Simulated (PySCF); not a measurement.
Species: C6H13PS2.
Cartesian coordinates in Å at the GFN2-xTB level; atoms count from 1:
```
atom  x, y, z in Å
C1     2.929    0.442   -0.334
C2     1.890   -0.552    0.164
P3     0.274   -0.273   -0.688
S4     0.308   -0.351   -2.623
C5    -0.861   -1.507    0.096
C6    -2.286   -1.206   -0.334
S7    -2.896    0.340    0.405
C8    -1.796    1.511   -0.449
C9    -0.351    1.333   -0.019
H10    2.701    1.449    0.011
H11    3.920    0.171    0.023
H12    2.941    0.447   -1.424
H13    1.752   -0.482    1.245
H14    2.190   -1.575   -0.084
H15   -0.769   -1.479    1.184
H16   -0.562   -2.497   -0.265
H17   -2.351   -1.110   -1.421
H18   -2.976   -1.981    0.001
H19   -1.902    1.352   -1.525
H20   -2.169    2.503   -0.193
H21   -0.261    1.358    1.069
H22    0.266    2.127   -0.452
```

NICS is the negative of the GIAO shielding at a point without a nucleus: at the ring centre (0) and 1 Å above and below it (1); zz is the component along the ring normal. Level: GIAO PBE0/pcSseg-1 (PySCF, non-relativistic, gas phase) on the GFN2-xTB geometry, one conformer.

Ring bond lengths (Å), with Mayer bond orders in brackets: P3–C5 1.850 (0.89), C5–C6 1.519 (1.01), C6–S7 1.820 (1.00), S7–C8 1.819 (1.01), C8–C9 1.518 (1.01), C9–P3 1.849 (0.88).

Q: What do the NICS probes read (ppm)?

A: 
```json
{"ring": "P3–C5–C6–S7–C8–C9", "type": "6-membered ring with P and S; formal bonds all single", "NICS(0)": "-3.2", "NICS(1), two faces": "-2.3 / -2.8", "NICS(1)zz, two faces": "4.5 / 4.8", "rms pucker (Å)": "0.31", "centre to ring atoms, mean (Å)": "1.64"}
```

Q: What can be read from them?

A: 
- P3–C5–C6–S7–C8–C9: mean NICS(1)zz 4.7 ppm, deshielded. P3, C5, C6, C8, C9 have four or more neighbours; no verdict on aromaticity is drawn.

Q: At the second NICS(1) probe listed for ring P3–C5–C6–S7–C8–C9, 1 Å off the ring, how large is the induced field along the normal in 7.05 T applied along it?

A: NICSzz × B0 = 4.8 ppm × 7.05 T = 34 μT, along the applied field.
